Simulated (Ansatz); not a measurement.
Geometry optimisation, Ansatz, RKS PBE-D4/def2-SVP.

input.yaml

```yaml
crystal:
  periodic: [false, false, false]
  atoms:
    - { symbol: Sn, position_ang: [0.1445, 0.9739, -0.4549] }
    - { symbol: H, position_ang: [0.3121, -1.267, -0.4378] }
    - { symbol: H, position_ang: [1.2369, -0.9906, -0.512] }
    - { symbol: Cl, position_ang: [-2.0508, -0.0491, -0.5] }
    - { symbol: Cl, position_ang: [0.3573, 1.3328, 1.9046] }
basis:
  gaussian: { orbitals: def2-SVP }
hamiltonian:
  xc: pbe
  dispersion: d4
relax:
  f_tol: 0.15
  max_steps: 25
  restrain:
    - { distance: [2, 1], at: 1.92, k: 30.0 }
    - { distance: [0, 1], at: 1.7, k: 30.0 }
    - { distance: [0, 2], at: 1.7, k: 30.0 }
```

Command:

```bash
$ ansatz run input.yaml --threads 1 --pin off --max-ram 2048MiB --backend cpu --events-out ev --progress --plain --runs-dir out
```

Q: Where does it end, and by what steps?

A: The forces met the threshold. The restraints hold the end off the free minimum. After 13 steps the energy has risen by 0.839 eV (the restraints' own energy left out); Sn1 moved furthest, 1.07 Å. Joined: Sn1–H2, Sn1–H3.

```csv
step,energy less start (eV),largest force component (eV/Å),accepted
0,0.0000,3.093,yes
1,1.5099,3.032,yes
2,2.5557,2.836,yes
3,2.9179,2.584,yes
4,2.8151,2.366,yes
5,2.8416,1.986,yes
6,2.7698,1.461,yes
7,2.5786,1.127,yes
8,2.0771,1.228,yes
9,1.5580,1.371,yes
10,0.9029,1.396,yes
11,0.7852,1.367,yes
12,0.8401,1.306,yes
13,0.8387,1.350,yes
```

```xyz
5
Properties=species:S:1:pos:R:3
Sn 0.005 0.008 -0.012
H 0.383 -1.598 0.345
H 1.350 -0.423 -0.938
Cl -2.032 0.428 -1.103
Cl 0.294 1.585 1.707
```

The run took 30 s on 1 CPU thread of a shared host.
